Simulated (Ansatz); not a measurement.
`O[SiH2][Si](F)(Cl)Cl` + HI → `O[SiH2]I` + `F[SiH](Cl)Cl` at 298.15 K and 1 bar (cleavage of the Si–Si bond).

Computed with Ansatz on PBE0-D4/def2-TZVP structures; ΔE is electronic, products minus reactants. CCSD(T)/CBS is the MP2 limit (def2-TZVPP, def2-QZVPP) plus CCSD(T) − MP2 in def2-TZVPP, frozen cores. Elements past krypton have def2 core potentials. For I outer-core shells are correlated without core-valence functions, which leaves a few kJ/mol of doubt a bond. Each species was taken in one conformer, which may not be the lowest.

```
               species  CCSD(T)/CBS energy (Eh)  H − E (kJ/mol)  S (J/(mol·K))
`O[SiH2][Si](F)(Cl)Cl`              -1674.70305           127.4          408.6
                    HI               -298.03592            22.7          206.5
            `O[SiH2]I`               -663.58059            99.3          309.7
        `F[SiH](Cl)Cl`              -1309.19911            55.8          311.5
```

H − E and S are ideal-gas, rigid-rotor, harmonic terms from PBE0-D4/def2-TZVP, for one conformer and one mirror image of each species. 1 Eh = 2625.50 kJ/mol, R = 8.31446 J/(mol·K).

Q: By hand: ΔE, ΔH, ΔS and ΔG.

A: ΔE = (-663.58059) + (-1309.19911) − (-1674.70305) − (-298.03592) = -0.04073 Eh = -106.9 kJ/mol. Δ(H − E) = 99.3 + 55.8 − 127.4 − 22.7 = 5.0, so ΔH = -101.9 kJ/mol. ΔS = 309.7 + 311.5 − 408.6 − 206.5 = 6.1 J/(mol·K). ΔG = -101.9 − 298.15 × (6.1)/1000 = -103.7 kJ/mol.

Q: By hand: the equilibrium constant, and the temperature at which ΔG would vanish if ΔH and ΔS stayed fixed.

A: log₁₀ K = −ΔG/(RT ln 10) = 18.2. ΔH and −TΔS have one sign here, so there is no such temperature.

The number of gas molecules stays the same, so ΔS is small and ΔH decides. A doubt of 5 kJ/mol in ΔE shifts log₁₀ K by 0.9 here. Other conformers and mirror images would add mixing entropy, several J/(mol·K) or more a flexible species. Modes under 60 cm⁻¹, often nearly free rotors, make the harmonic entropy too high. These are equilibria of isolated gas molecules and say nothing of rates. Largest T1 diagnostic: 0.011 (customary marks: 0.02 for closed shells, 0.045 for open ones).

ΔS is within the doubt of such terms, so its sign, and with it that verdict, could turn.
